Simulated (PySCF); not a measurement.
# Krypton: a sound run and one with changed settings

Sound run: Kr [Kr], Kr⁺ [Ar] 3d10 4s2 4p5. Calculation: PySCF 2.14, in cc-pVTZ-DK (6s5p3d1f, 43 functions); the spin-free X2C one-electron Hamiltonian (Gaussian nucleus). In the sound run the correlated levels freeze [Ar] 3d10. The sound run starts from symmetry-adapted Hartree-Fock orbitals and uses a fine grid where one is needed.

Changed run: basis STO-3G, all-electron and non-relativistic. This setting is unsound on purpose.

```tsv
species	method	sound run (hartree)	changed run (hartree)	converged
Kr	UHF	-2788.17305	-2722.70600	yes
Kr	r2SCAN	-2790.00614	-2724.15046	yes
Kr	PBE	-2789.66030	-2723.59086	yes
Kr	MP2	-2788.34432	-2722.70600	yes
Kr⁺	UHF	-2787.69343	-2722.30230	yes
Kr⁺	r2SCAN	-2789.48609	-2723.70411	yes
Kr⁺	PBE	-2789.14486	-2723.15340	yes
Kr⁺	MP2	-2787.83065	-2722.30230	yes
```

Ionisation energy of Kr:

| method | sound run (eV) | changed run (eV) |
| --- | --- | --- |
| UHF | 13.051 | 10.985 |
| r2SCAN | 14.151 | 12.146 |
| PBE | 14.026 | 11.904 |
| MP2 | 13.978 | 10.985 |
| SCS-MP2 | 13.893 | 10.985 |

A minimal basis cannot let orbitals breathe on ionisation and holds almost no correlation. The Hamiltonian changed with the basis, so the totals do not compare.

For comparison, NIST gives 14.000 eV between the lowest levels.
